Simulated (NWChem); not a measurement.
Si$_{2}$NH$_{6}$ cation

```xyz
9

Si    -0.1396     1.5923     0.0003
N      0.6115     0.1228    -0.0008
Si    -0.1138    -1.5613    -0.0013
H     -1.6137     1.6109     0.0003
H      0.6842     2.8162     0.0014
H      1.6361     0.1414    -0.0012
H      0.3623    -2.2121    -1.2452
H     -1.5752    -1.3011     0.0098
H      0.3805    -2.2194     1.2316
```
Atoms are numbered in this order, from 1.

Results from NWChem. Pople sets run with spherical d functions. STO-3G and 3-21G are far too small for this property and stand as cheap habits. Geometry: optimised at PBE0/def2-SVP. GIAO values for the isolated, static molecule; σ is the absolute isotropic shielding, δ = σ(reference) − σ with the isolated reference molecule computed at the same levels (1H: tetramethylsilane, 15N: ammonia, 29Si: tetramethylsilane).

```tsv
level	δ Si1 (ppm)	δ N2 (ppm)	δ Si3 (ppm)	δ H4 (ppm)	δ H5 (ppm)	δ H6 (ppm)	δ H7 (rotor mean) (ppm)	relative time
Hartree-Fock/6-31G*	131.4	101.5	-16.9	6.79	6.82	5.00	5.32	6
Hartree-Fock/STO-3G	160.7	56.0	-25.4	6.44	6.56	5.29	3.32	1
PBE0/pcSseg-1	153.7	155.5	-25.2	6.56	6.69	6.51	5.31	10
```

The last column is a rough cost ratio, cheapest run = 1.
